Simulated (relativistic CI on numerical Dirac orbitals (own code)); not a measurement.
K VI: calculation against measurement

Computed by Dirac-Coulomb-Breit CI, orbitals from a KLI potential per configuration, model QED (radiative potential, 1s self-energy scaled to tabulated hydrogen-like ionisation energies), valence Slater integrals scaled by 0.85, P86 correlation energy added to each configuration (own radial code, finite nucleus).

Configuration list (outside the closed core [Ne]): 3s2.3p2, 3s.3p3, 3s2.3p.3d, 3p4, 3s.3p2.3d, 3s2.3p.4s, 3p3.3d, 3s2.3p.4p, 3s.3p.3d2, 3s2.3p.4d, 3s2.3p.4f, 3s.3p2.4s, 3s2.3p.5s, 3s2.3p.5p, 3s2.3d2, 3s.3d3, 3p2.3d2, 3p.3d3, 3p.3d2.4s, 3p.3d2.4p, 3p.3d2.4d. Double excitations out of closed p, d and f shells are left out; levels of such configurations are missing from the list, as are those of other unlisted configurations, and high levels can miss mixing partners. These lack a partner that the ground configuration has and come out too high: 3s.3p2.4s, 3s2.3p.4f, 3s2.3p.5s, 3s2.3p.5p.

| Configuration | Term (tabulated) | J | Measured (cm⁻¹) | Computed | Error | Purity (%) |
| --- | --- | --- | --- | --- | --- | --- |
| 3s2.3p2 | 3P | 0 | 0.0 | 0 | 0 | 96 |
| 3s2.3p2 | 3P | 1 | 1132.5 | 1130 | -2 | 97 |
| 3s2.3p2 | 3P | 2 | 2927.2 | 2907 | -21 | 96 |
| 3s2.3p2 | 1D | 2 | 18977.8 | 18622 | -355 | 96 |
| 3s2.3p2 | 1S | 0 | 43358.8 | 41180 | -2179 | 95 |
| 3s.3p3 | 3D° | 1 | 140741.3 | 144006 | 3265 | 87 |
| 3s.3p3 | 3D° | 2 | 140795.4 | 144052 | 3257 | 87 |
| 3s.3p3 | 3D° | 3 | 140995.7 | 144256 | 3260 | 88 |
| 3s.3p3 | 3P° | 0 | 163421.3 | 164560 | 1139 | 88 |
| 3s.3p3 | 3P° | 1 | 163435.0 | 164584 | 1149 | 88 |
| 3s.3p3 | 3P° | 2 | 163438.0 | 164613 | 1175 | 87 |
| 3s.3p3 | 1D° | 2 | 178872.9 | 182544 | 3671 | 56 |
| 3s.3p3 | 3S° | 1 | 218317.3 | 216029 | -2289 | 90 |
| 3s.3p3 | 1P° | 1 | 223840.1 | 222666 | -1174 | 82 |
| 3s2.3p.3d | 3P° | 2 | 252327.0 | 253965 | 1638 | 60 |
| 3s2.3p.3d | 3P° | 1 | 253503.0 | 255462 | 1959 | 85 |
| 3s2.3p.3d | 3P° | 0 | 254037.0 | 256005 | 1968 | 86 |
| 3s2.3p.3d | 3D° | 1 | 260069.0 | 262342 | 2273 | 84 |
| 3s2.3p.3d | 3D° | 2 | 260503.0 | 262765 | 2262 | 84 |
| 3s2.3p.3d | 3D° | 3 | 260786.0 | 263042 | 2256 | 86 |
| 3s2.3p.3d | 1F° | 3 | 285687.0 | 287599 | 1912 | 96 |
| 3s2.3p.3d | 1P° | 1 | 293723.0 | 293598 | -125 | 86 |
| 3s2.3p.4s | 3P° † | 0 | 387423.0 | 404499 | 17076 | 100 |
| 3s2.3p.4s | 3P° † | 1 | 388116.0 | 405197 | 17081 | 95 |
| 3s2.3p.4s | 3P° † | 2 | 390496.0 | 407617 | 17121 | 100 |
| 3s2.3p.4s | 1P° † | 1 | 394420.0 | 411887 | 17467 | 94 |

Measured levels from Sansonetti, J. Phys. Chem. Ref. Data 37, 7 (2008); pairs were made by configuration, J and term (by order where the table uses no LS term), so strongly mixed levels may be paired wrongly.

Mean error by configuration (cm⁻¹): 3s2.3p2 -639; 3s.3p3 1495; 3s2.3p.3d 1768. Over the excited levels the mean absolute error is 1778 cm⁻¹ (25 of the 25 excited levels that our extract of the source holds in range could be paired), and the median relative error of those above 1,000 cm⁻¹ is 0.77 %. † marks terms whose computed intervals miss the measured ones by more than a factor of 2.5, or configurations far off the rest, from wrong mixing, a near crossing or a doubtful label or measurement; they are left out of the means.
